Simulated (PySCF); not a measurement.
## Computed properties of C₂H₈N, SMILES C[NH2+]C, charge +1

C₂H₈N, SMILES C[NH2+]C, charge +1. Geometry optimised at B3LYP-D3(BJ)/def2-SVP. The isomer is the one that the SMILES or the coordinates give; other isomers of the formula were not compared. One conformer was computed; it need not be the lowest. All values are computed for the isolated molecule unless a solvent is named; none is compared with measurement here.

**Structure.** The optimised structure has C2v symmetry. All 27 harmonic modes at B3LYP-D3(BJ)/def2-SVP (PySCF) are real, so it is a minimum. With heavy atoms numbered as in [CH3:1][NH2+:2][CH3:3], the shortest bond between them is C1–N2 at 1.501 Å and the longest N2–C3 at 1.501 Å.

**Vibrations.** The strongest infrared lines (harmonic, unscaled, degenerate partners summed) lie at 3455 cm⁻¹ (99 km/mol, H 91 %, N 9 %), 3411 cm⁻¹ (65 km/mol, H 95 %), 1633 cm⁻¹ (49 km/mol, H 94 %). The softest mode is at 206 cm⁻¹ and the zero-point energy is 67.4 kcal/mol.

**Electronic structure.** M06-2X/def2-TZVPD (PySCF) places the frontier levels at -18.04 and -4.63 eV, a gap of 13.41 eV and a mean polarisability of 31.6 bohr³.

**Excitations.** TDA-ωB97X/def2-SVPD (PySCF) has S1 at 11.07 eV (112 nm, f = 0.012, weak); the most intense of the 10 singlets computed lies at 12.78 eV (f = 0.19). T1 (TDA) is at 10.81 eV, 0.26 eV under S1. No vertical singlet excitation falls in the visible range (under 3.1 eV).

**NMR.** GIAO shifts at KT2/pcSseg-1 (PySCF) (non-relativistic, atoms alike by connectivity averaged): ¹³C at 43.8 ppm against TMS; ¹H from 3.6 to 4.5 ppm against TMS.
